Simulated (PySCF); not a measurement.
SiCl2FI, SMILES F[Si](Cl)(Cl)I.

Geometry: PBE-D3(BJ)/def2-SVP. The structure was generated by enumeration, and PubChem lists no compound with its InChIKey, so it may never have been made. The def2 effective core potentials stand for the cores of I; spin–orbit coupling is left out.

Method: PBE-D3(BJ)/def2-SVP run with PySCF.

Frequencies are harmonic and unscaled.

```csv
mode,ν (cm⁻¹),IR (km/mol),moving atoms (share of kinetic energy)
1,115,0.1,"Cl 69 %, I 13 %, F 10 %"
2,129,0.2,"Cl 65 %, F 17 %, I 16 %"
3,193,1.9,"Cl 47 %, F 26 %, Si 14 %, I 13 %"
4,200,5.4,"F 51 %, Cl 19 %, I 18 %, Si 13 %"
5,247,9.5,"F 55 %, Cl 36 %, Si 9 %"
6,354,35.9,"Cl 39 %, Si 35 %, F 18 %"
7,547,216.3,"Si 64 %, Cl 32 %"
8,618,177.8,"Si 68 %, Cl 32 %"
9,899,112.5,"F 55 %, Si 44 %"
```
